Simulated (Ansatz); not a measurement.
Reaction (formal exchange of groups at a C–B bond): `FCBCl` + `CC(F)(F)CF` → `FCCC(F)(F)CF` + `BCl`

Calculated with Ansatz (gas phase, PBE0-D4/def2-TZVP geometries, no zero-point term in ΔE). CCSD(T)/CBS adds triple-zeta CCSD(T) − MP2 to the extrapolated MP2 energy (def2 sets, frozen cores). This one scheme is used for every species. Functionals use def2-TZVPP. One conformer a species, not always the lowest.

CCSD(T)/CBS gives +37.7 kJ/mol.

**Question.** Another level gave +46.5 kJ/mol. Which?
A. r2SCAN/def2-TZVPP
B. PBE-QIDH/def2-TZVPP
C. HF/def2-TZVPP
D. RPA@PBE/def2-TZVPP

**Answer.** A. r2SCAN 46.5, RPA@PBE/def2-TZVPP 29.3, HF/def2-TZVPP 36.3, PBE-QIDH 40.8 kJ/mol.

Largest T1 diagnostic among the species: 0.012.

From BLYP to BHLYP (50 % exact exchange), in def2-TZVPP and without D4, ΔE moves by −6.4 kJ/mol. Leaving LDA and LC-ωPBE aside and taking each functional with its dispersion term where it has one, the values, not all of them listed here, spread over 9.5 kJ/mol, from ωB97X-V to B97M-V. At CCSD(T), def2-SVP lies −8.8 kJ/mol from the extrapolated value and def2-TZVPP −2.2 kJ/mol.
